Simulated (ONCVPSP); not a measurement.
## Tc, ONCV: configuration errors across variants

```json
{
  "Element": "technetium (Tc)",
  "Generator": "ONCVPSP 4.0.1",
  "Type": "optimised norm-conserving Vanderbilt (ONCV)",
  "Functional": "PBE",
  "Relativity": "scalar-relativistic",
  "Frozen core": "[Ar] 3d10",
  "Valence charge": "15",
  "Reference configuration": "4s2 4p6 4d5 5s2",
  "Partial waves": "4s+5s: rc 1.70 bohr, ncon 4, nbas 8, qcut 8.3 1/bohr, 2 projectors; 4p: rc 1.35 bohr, ncon 3, nbas 6, qcut 5.3 1/bohr, 2 projectors, debl 3.2 Ha; 4d: rc 1.60 bohr, ncon 5, nbas 8, qcut 6.3 1/bohr, 2 projectors, debl 2.2 Ha",
  "Local potential": "polynomial inside 1.00 bohr (lpopt 5, dvloc0 0 Ha)",
  "Core correction": "polynomial model core, fcfact 0.25"
}
```

All-electron excitation energies from the reference (eV): (1) 4s2 4p6 4d5 5s1 8.154; (2) 4s2 4p6 4d5 5s0 23.005; (3) 4s2 4p6 4d4 5s0 51.711; (4) 4s2 4p5 4d5 5s2 51.497.

4 further variants failed, have other tests or another functional or relativity, and are left out.

Errors AE − PS in meV (a dash: test not solved or not reliable):

| change | (1) | (2) | (3) | (4) | bound ghosts | GHOST(+) flags above zero |
| --- | --- | --- | --- | --- | --- | --- |
| base | -1.8 | -6.5 | -5.0 | -47 | none | s |
| all radii but the core radius scaled by about 1.04 (s 1.76, p 1.40, d 1.66 bohr); local potential polynomial inside 1.04 bohr (lpopt 5, dvloc0 0 Ha) | -1.8 | -6.9 | -5.1 | -52 | none | s |
| s: ncon 3, nbas 7 | -1.8 | -6.5 | -5.0 | -47 | none | s |
| d: qcut 8.3 | -1.7 | -6.4 | -5.2 | -43 | none | s |
| core correction Teter function, fcfact 5.25, rcfact 1.25 | -1.7 | -6.3 | -4.9 | -47 | none | s |
| local potential polynomial inside 1.05 bohr (lpopt 3, dvloc0 1 Ha) | -1.8 | -6.5 | -4.9 | -47 | none | s |
| s: rc 1.44 | -1.5 | -4.8 | -3.5 | -52 | none | s |

Q: Give the same row for: core correction polynomial model core, fcfact 1.08.

A: -1.8, -6.6, -5.0, -47; bound ghosts: none; GHOST(+) flags above zero: s.
